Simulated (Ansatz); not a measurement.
(H3Sn)2CH2 (CH8Sn2). Charge 0, multiplicity 1. Geometry PBE0-D4/def2-SVP, basis def2-TZVP, Ansatz.

```
run  HOMO (eV)  LUMO (eV)
  A      -7.76      -0.52
  B      -6.88      -1.01
  C      -7.19      -0.94
  D      -7.97      -0.27
  E      -6.73      -0.96
  F     -10.06       1.08
```

In the def2 sets Sn takes a core potential; there is no spin–orbit coupling. B3LYP takes the VWN-RPA correlation.

**Question.** The runs used B3LYP, B97M-V, BLYP, PBE, PBE0, ωB97M-V. Estimate which is which.

**Answer.** A B3LYP (20 % exact exchange); B PBE (0 % exact exchange); C B97M-V (0 % exact exchange); D PBE0 (25 % exact exchange); E BLYP (0 % exact exchange); F ωB97M-V (range-separated). Exact exchange lowers occupied and raises empty levels; among semilocal functionals meta-GGAs tend to open the gap a little, and such runs are hard to tell apart. The gap grows from 5.77 eV (BLYP) to 11.14 eV (ωB97M-V).
